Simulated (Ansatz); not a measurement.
Isolated molecules relaxed with PBE0-D4/def2-TZVP in Ansatz; ΔE leaves out vibrations. CCSD(T)/CBS adds triple-zeta CCSD(T) − MP2 to the extrapolated MP2 energy (def2 sets, frozen cores). This one scheme is used for every species. DFT in def2-TZVPP. Each species was taken in one conformer, which may not be the lowest.

`S[SiH2][SiH2]CCl` + H₂S → `S[SiH2]CCl` + `[SiH3]S`  (cleavage of the Si–Si bond)

`S[SiH2][SiH2]CCl`:

Cartesian coordinates in Å:
```
S -1.901 -1.012 -2.503
Si -0.039 -0.756 -1.471
Si -0.377 0.520 0.466
C 1.211 0.662 1.478
Cl 0.916 1.614 2.960
H -2.557 -1.492 -1.433
H 0.593 -2.065 -1.144
H 0.833 -0.052 -2.448
H -1.417 -0.148 1.295
H -0.846 1.878 0.094
H 2.001 1.166 0.919
H 1.582 -0.316 1.787
```

H₂S:

Cartesian coordinates in Å:
```
S 0.617 -0.032 0.048
H -0.256 0.981 -0.058
H -0.361 -0.949 0.010
```

`S[SiH2]CCl`:

Z-matrix (Å, degrees):
```
Si
C 1 1.880
S 1 2.139 2 111.2
H 1 1.482 2 108.6 3 -122.6
H 1 1.481 2 109.3 3 115.9
Cl 2 1.787 1 108.0 3 -179.3
H 2 1.090 1 112.4 3 61.9
H 2 1.090 1 111.9 3 -60.5
H 3 1.344 1 94.6 2 -72.1
```

`[SiH3]S`:

Z-matrix (Å, degrees):
```
Si
S 1 2.137
H 1 1.485 2 111.6
H 1 1.485 2 111.6 3 -122.0
H 1 1.482 2 104.8 3 119.0
H 2 1.344 1 94.7 3 60.9
```

```json
{"level": "PBE0", "ΔE (kJ/mol)": "-56.5"}
{"level": "MP2/def2-TZVPP", "ΔE (kJ/mol)": "-68.0"}
```

Task: What does CCSD(T)/CBS give? (Best estimate.)

Result: Ansatz gave: -61.2 kJ/mol. The listed levels differ from it by 4.7, -6.8 kJ/mol.

Largest T1 diagnostic among the species: 0.011.

The D4 term adds +3.9 kJ/mol with B3LYP and +2.6 kJ/mol with PBE0; it sums over pairs of atoms, weighted by their polarisabilities, and B3LYP, whose exchange is more repulsive, gets the larger term. In def2-TZVPP, CCSD(T) changes the Hartree–Fock value by +14.1 kJ/mol (the triples alone add +1.3 kJ/mol) and MP2 by +5.7 kJ/mol.

B3LYP here is the variant with VWN-RPA as its local correlation; programs differ in this.
